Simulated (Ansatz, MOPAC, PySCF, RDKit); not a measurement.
C2H4 (SMILES C=C) and CH4O (SMILES CO) are pulled apart as rigid monomers along the line of their centres of mass, from the B3LYP-D3(BJ)/def2-TZVP minimum. Starting geometry (charge 0, multiplicity 1):
```xyz
12

C      0.595    -0.267    -0.049
C     -0.646     0.202    -0.044
H      0.819    -1.282    -0.351
H      1.436     0.348     0.248
H     -0.870     1.219     0.256
H     -1.488    -0.411    -0.343
C      0.153     0.400     3.734
O     -0.312    -0.810     3.163
H      1.190     0.621     3.453
H      0.112     0.283     4.817
H     -0.473     1.257     3.458
H     -0.280    -0.721     2.202
```

Interaction energies with rigid monomers; basis-set methods are counterpoise corrected unless marked otherwise.

Rows in 6-31G* carry no dispersion term and start afresh at each structure (6-31G* with six Cartesian d functions). The state reached by PM7 isn't checked; PM7 holds dispersion and hydrogen-bond terms.

Programs: Ansatz (Gaussian basis) for Hartree–Fock, density functionals and correlated methods; MOPAC for PM7 (differences of heats of formation); PySCF for 6-31G* rows; RDKit for the force fields. Values without a source in brackets are computed.

| C2···H12 (Å) | MMFF94 (kJ/mol) | UFF (kJ/mol) | PM7 (kJ/mol) | B3LYP/6-31G* (kJ/mol) | B3LYP/def2-TZVPPD (kJ/mol) |
|---|---|---|---|---|---|
| 2.23 | 9.1 | … | -2.9 | … | -1.0 |
| 2.46 | -2.8 | 10.4 | -7.0 | -6.8 | -5.6 |
| 2.80 | -6.4 | -2.4 | -6.3 | -7.5 | -6.1 |
| 3.39 | -4.2 | -2.5 | -3.8 | -4.2 | -3.5 |
| 4.34 | -1.6 | -0.9 | -1.6 | -1.3 | -1.3 |

**Question.** What belongs in the gaps?

**Answer.** 
- 2.23, UFF (kJ/mol): 54.6
- 2.23, B3LYP/6-31G* (kJ/mol): -1.2

Ansatz is a program for electronic structure.
